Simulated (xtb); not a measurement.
xtb input (GFN1-xTB):

```bash
xtb mol.xyz --gfn 1 --sp --chrg -1 --uhf 0
```
mol.xyz:
```
4

F     -1.43609504     0.77948595    -0.07780557
C     -0.87843329    -0.49985824     0.23940508
Cl     1.12717558    -0.17693865     0.00063329
H     -0.96652992    -1.00826693    -0.74694631
```

End of the output:

```
         :::::::::::::::::::::::::::::::::::::::::::::::::::::
         ::                     SUMMARY                     ::
         :::::::::::::::::::::::::::::::::::::::::::::::::::::
         :: total energy             -12.203508219581 Eh    ::
         :: gradient norm              0.041561705643 Eh/a0 ::
         :: HOMO-LUMO gap              3.583509188667 eV    ::
         ::.................................................::
         :: SCC energy               -12.221285760165 Eh    ::
         :: -> electrostatic           0.130751382951 Eh    ::
         :: repulsion energy           0.018471471850 Eh    ::
         :: dispersion energy         -0.000693931265 Eh    ::
         :: halogen bond corr.         0.000000000000 Eh    ::
         :: add. restraining           0.000000000000 Eh    ::
         :: total charge              -1.000000000000 e     ::
         :::::::::::::::::::::::::::::::::::::::::::::::::::::

           -------------------------------------------------
          |                Property Printout                |
           -------------------------------------------------

    * Orbital Energies and Occupations

         #    Occupation            Energy/Eh            Energy/eV
      -------------------------------------------------------------
         1        2.0000           -0.6492502             -17.6670
         2        2.0000           -0.5833593             -15.8740
         3        2.0000           -0.3717404             -10.1156
         4        2.0000           -0.3216601              -8.7528
         5        2.0000           -0.3153163              -8.5802
         6        2.0000           -0.2933481              -7.9824
         7        2.0000           -0.2700866              -7.3494
         8        2.0000           -0.2633706              -7.1667
         9        2.0000           -0.2469261              -6.7192
        10        2.0000           -0.1505700              -4.0972 (HOMO)
        11                         -0.0188784              -0.5137 (LUMO)
        12                          0.1467601               3.9935
        13                          0.1668112               4.5392
        14                          0.2133211               5.8048
        15                          0.2135419               5.8108
        16                          0.2210141               6.0141
        17                          0.2368443               6.4449
Note: The following floating-point exceptions are signalling: IEEE_DENORMAL
normal termination of xtb
        18                          0.2763945               7.5211
        19                          0.5222236              14.2104
      -------------------------------------------------------------
                  HL-Gap            0.1316915 Eh            3.5835 eV
             Fermi-level           -0.0847242 Eh           -2.3055 eV

  Mulliken/CM5 charges         n(s)   n(p)   n(d)
     1F    -0.35500 -0.37623   1.865  5.490  0.000
     2C     0.01378 -0.01646   1.427  2.559  0.000
     3Cl   -0.59554 -0.59803   1.981  5.609  0.005
     4H    -0.06324 -0.00928   1.063  0.000  0.000

Wiberg/Mayer (AO) data.
largest (>0.10) Wiberg bond orders for each atom

 ---------------------------------------------------------------------------
     #   Z sym  total        # sym  WBO       # sym  WBO       # sym  WBO
 ---------------------------------------------------------------------------
     1   9 F    0.971 --     2 C    0.917
     2   6 C    2.582 --     4 H    1.033     1 F    0.917     3 Cl   0.632
     3  17 Cl   0.673 --     2 C    0.632
     4   1 H    1.067 --     2 C    1.033
 ---------------------------------------------------------------------------

Topologies differ in total number of bonds
Writing topology from bond orders to xtbtopo.mol

 dipole moment from electron density (au)
     X       Y       Z
  -0.1297   0.0042  -0.5074  total (Debye):    1.331

           -------------------------------------------------
          | TOTAL ENERGY              -12.203508219581 Eh   |
          | GRADIENT NORM               0.041561705643 Eh/α |
          | HOMO-LUMO GAP               3.583509188667 eV   |
           -------------------------------------------------

------------------------------------------------------------------------
------------------------------------------------------------------------
 total:
 SCF:
```

It need not be the lowest isomer of its formula. Whether it binds its extra electron was not tested at this geometry.
